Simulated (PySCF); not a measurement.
**Radial density of Ru (ruthenium, neutral)**

UHF, [Kr] 4d7 5s1, high-spin 5F determinant. Computed with PySCF 2.14 in x2c-TZVPall (8s6p6d1f, 63 functions), with the spin-free X2C one-electron Hamiltonian (Gaussian nucleus).

```json
{"r (bohr)": "0.0352", "4πr²ρ (e/bohr)": "50.61", "4πr²(ρα − ρβ)": "-0.0025"}
{"r (bohr)": "0.0592", "4πr²ρ (e/bohr)": "50.87", "4πr²(ρα − ρβ)": "0.0029"}
{"r (bohr)": "0.0996", "4πr²ρ (e/bohr)": "69.72", "4πr²(ρα − ρβ)": "0.0758"}
{"r (bohr)": "0.167", "4πr²ρ (e/bohr)": "49.87", "4πr²(ρα − ρβ)": "0.3117"}
{"r (bohr)": "0.282", "4πr²ρ (e/bohr)": "52.64", "4πr²(ρα − ρβ)": "0.4290"}
{"r (bohr)": "0.474", "4πr²ρ (e/bohr)": "33.22", "4πr²(ρα − ρβ)": "-0.0052"}
{"r (bohr)": "0.797", "4πr²ρ (e/bohr)": "13.34", "4πr²(ρα − ρβ)": "1.0601"}
{"r (bohr)": "1.34", "4πr²ρ (e/bohr)": "10.29", "4πr²(ρα − ρβ)": "2.0568"}
{"r (bohr)": "2.25", "4πr²ρ (e/bohr)": "2.441", "4πr²(ρα − ρβ)": "1.0576"}
{"r (bohr)": "3.79", "4πr²ρ (e/bohr)": "0.4654", "4πr²(ρα − ρβ)": "0.3341"}
{"r (bohr)": "6.38", "4πr²ρ (e/bohr)": "0.04356", "4πr²(ρα − ρβ)": "0.0406"}
{"r (bohr)": "10.7", "4πr²ρ (e/bohr)": "0.0001923", "4πr²(ρα − ρβ)": "0.0002"}
```

Densities and radii are taken from the X2C orbitals without a picture-change correction, which distorts them close to the nucleus.

Q: Where is the radial spin density 4πr²(ρα − ρβ) most negative, and why is it negative at all?

A: Around r = 0.474 bohr, down to -0.0052 e/bohr: exchange with the open shell polarises the paired shells in an unrestricted calculation.
